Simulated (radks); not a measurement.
The numbers below are computed, except where a source is named.
Dynamic dipole polarisability and lines of the rubidium ion Rb+, [Kr]. Code: a radial shooting solver on a logarithmic mesh with Libxc functionals. Model: scalar-relativistic Kohn-Sham, LB94 model potential, spin-unpolarised, spherical densities, finite nucleus; Fermi nuclear charge, rms radius of each element as measured or else 0.836 A^(1/3) + 0.57 fm. Time-dependent linear response with the Hartree and adiabatic LDA kernel, continuum included through the Sternheimer equations, no spin-orbit coupling, so fine structure and intercombination lines are absent. Lines are the poles of the dipole polarisability below minus the highest occupied eigenvalue, found on a grid refined at the orbital gaps; the lowest seven at most are given, and weak or close lines can be missed. The first line takes the name of the lowest orbital gap if no other gap lies below it; otherwise a line is named after a gap within 0.6 % of it, if that gap stands alone.

photon energy (eV)  alpha (bohr^3)
0                            9.321
1.361                        9.357
3.176                        9.521
4.990                        9.834
6.805                        10.33
8.620                        11.08
10.434                       12.23
12.249                       14.08
14.064                       17.67
15.878                       32.95
17.693                       13.08
19.508                       41.87
21.322                      -60.95
23.137                      -4.065
24.952                      -5.680
26.766                       55.32

Lines (eV, oscillator strength): 16.527 (75.02 nm, 4p-5s), f = 0.485; 20.711 (59.86 nm, unassigned), f = 2.43; 22.759 (54.48 nm, 4p-6s), f = 0.107; 24.089 (51.47 nm, unassigned), f = 0.614; 24.786 (50.02 nm, 4p-7s), f = 0.0413; 25.392 (48.83 nm, unassigned), f = 0.286; 26.094 (47.51 nm, unassigned), f = 0.156. Higher lines, where found, are left out when the end of the mesh affects them. Those listed give 75 % of the static polarisability (sum of f/w^2). Orbital energy gaps for comparison: 4p-5s 16.415 eV; 4p-4d 18.416 eV; 4p-6s 22.729 eV; 4p-5d 23.494 eV; 4p-7s 24.774 eV. At laser wavelengths: 1550 nm 9.334, 1064 nm 9.348, 780 nm 9.370, 532 nm 9.428, 355 nm 9.564, 266 nm 9.765, 193 nm 10.21 bohr^3.
